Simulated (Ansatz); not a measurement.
System: CClF2, net charge 0, doublet state. SMILES: F[C](F)Cl
Geometry from a B3LYP-D3(BJ)/def2-TZVP (Ansatz, an electronic-structure program) optimisation:
```xyz
4

F     -0.6757    -0.8668    -1.0511
C     -0.5315    -0.0647    -0.0088
F     -0.7280    -0.7321     1.1165
Cl     0.9307     0.8693    -0.0315
```
Charge 0, spin multiplicity 2.

PBE/6-31G* beside other levels, property by property. Conventions: spin-orbit terms left out; atomisation electronic, to ground-state atoms; open shells spin-unrestricted; dispersion terms only where a functional's name holds one; valence correlation only; each state is the SCF solution reached for its charge and spin; 6-31G* and kin with 6d, 5d where marked; non-relativistic; 6-311+G** with 5d, 6d on Na to Ar in Ansatz. Basis-set limits of correlation are two-point, X^-3; Hartree-Fock from the larger set. [CCSD(T)-MP2]/basis is that difference in the basis named. First-principles rows: single points at B3LYP-D3(BJ) geometries (Ansatz), with unscaled harmonic terms from B3LYP/6-31G* (Ansatz) at its own minima, enthalpies of formation by atomisation with measured atoms. Anions need diffuse functions, which STO-3G, LANL2DZ, def2-SVP, cc-pVDZ and Pople sets without + lack.

Coupled cluster (Ansatz) is a level with limits of its own, used here on species with T1 under 0.025 (0.045 for open shells) and stable references: (a) RI-MP2/CBS(aug-cc-pV(T+d)Z,aug-cc-pV(Q+d)Z)+[CCSD(T)-MP2]/aug-cc-pV(D+d)Z; (b) RI-MP2/CBS(cc-pV(T+d)Z,cc-pV(Q+d)Z)+[CCSD(T)-MP2]/cc-pV(T+d)Z.

```tsv
property	PBE/6-31G* (Ansatz)	B3LYP/6-311+G** (Ansatz)	B3LYP/def2-TZVPD (Ansatz)	PBE0/def2-TZVPD (Ansatz)	to compare with
atomisation energy (kcal/mol)	338.8	296.9	305.3	315.6	307.5 coupled cluster (b)
enthalpy of formation at 298 K (kcal/mol)	-97.3	-55.4	-63.8	-74.1	-66.0 coupled cluster (b)
vertical ionisation energy to the singlet (eV)	9.42	10.25	10.13	10.16	10.08 coupled cluster (a)
vertical electron affinity to the singlet (eV)	-0.84	0.65	0.64	0.45	0.72 coupled cluster (a)
```

As the rows show:
- atomisation energy: PBE/6-31G* lies 31.3 kcal/mol above coupled cluster.
- enthalpy of formation at 298 K: PBE/6-31G* lies 31.3 kcal/mol below coupled cluster.
- vertical ionisation energy to the singlet: PBE/6-31G* lies 0.66 eV below coupled cluster.
- vertical electron affinity to the singlet: PBE/6-31G* lies 1.56 eV below coupled cluster.

The properties are those with a value to compare with, at most eight drawn at random. No case is left out for the size of its miss. Left out are saddle points of the reference geometry, anions that the best level run finds unbound, excited spin states, species near biochemistry, 298 K rows of species without real B3LYP wavenumbers, cases with under five habitual levels, runs that failed or that the program found above a lower state of the same kind, table entries that another table contradicts, and a share of species set aside by lot.
